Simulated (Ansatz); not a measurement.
C2H5ClOSi (`Cl[SiH]1CCO1`), charge 0, multiplicity 1.

Task: Give a relaxed structure at PBE0-D4/def2-TZVP (Ansatz). (Best estimate.)

Result: Computed: 
Z-matrix (Å, degrees):
```
Si
C 1 1.863
C 1 2.258 2 42.7
Cl 1 2.048 2 116.5 3 -111.5
O 1 1.654 2 82.7 3 1.8
H 1 1.479 2 122.2 3 116.6
H 2 1.088 1 117.3 3 114.1
H 2 1.089 1 116.3 3 -113.2
H 3 1.092 1 123.3 2 -96.8
H 3 1.092 1 126.6 2 94.9
```
This is one stationary point; other conformers may exist.
